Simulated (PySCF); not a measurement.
# How methods differ on the excitation energy of V

V [Ar] 3d3 4s2 (4F) → V [Ar] 3d3 4s1 4p1 (high-spin determinant), as a difference of total energies. All numbers are calculated (PySCF 2.14, the spin-free X2C one-electron Hamiltonian (Gaussian nucleus), in x2c-TZVPPall (6s5p4d2f1g, 64 functions)). Correlated levels: valence: [Ar] frozen. The calculations carry no spin-orbit coupling.

| method | excitation energy (eV) |
| --- | --- |
| UHF | 1.116 |
| MP2 (valence) | 1.832 |
| SCS-MP2 (valence) | 2.104 |
| CCSD (valence) | 2.018 |
| CCSD(T) (valence) | 2.065 |

Problem. How much does correlation contribute at CCSD(T) (valence)?

Solution. 2.065 − (1.116) = 0.949 eV, measured against UHF.

A first-order spin-orbit estimate (lowest level to lowest level, LS coupling) adds -0.011 eV.

The basis was made for the ground configuration and has no added diffuse functions, so the excitation energy can come out too high.

The determinant of the upper state mixes LS terms, which raises its energy above the lowest term, most at the Hartree-Fock and MP2 levels.
